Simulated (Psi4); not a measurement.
## How methods differ on SiH2Cl2O2 (SMILES O[Si](O)(Cl)Cl)

SiH2Cl2O2: 7 atoms, total charge 0, spin state singlet. As SMILES, `O[Si](O)(Cl)Cl`. Geometry: optimised at PBE0/def2-TZVP. This is one conformer, not always the lowest.

Quantity: the HOMO–LUMO gap, in eV. The values are calculated.

```csv
level,kind,program,value (eV)
PBE-D4/def2-TZVPP (density fitting),GGA,Psi4,6.97
r2SCAN-D4/def2-TZVPP (density fitting),meta-GGA,Psi4,7.96
B3LYP-D4/def2-TZVPP (density fitting),global hybrid,Psi4,8.74
PBE0-D4/def2-TZVPP (density fitting),global hybrid,Psi4,9.40
wB97M-V/def2-TZVPP (density fitting),range-separated hybrid,Psi4,13.28
```

The values span 6.97 to 13.28 eV. Orbital gaps aren't excitation energies; they tend to grow with the share of exact exchange.
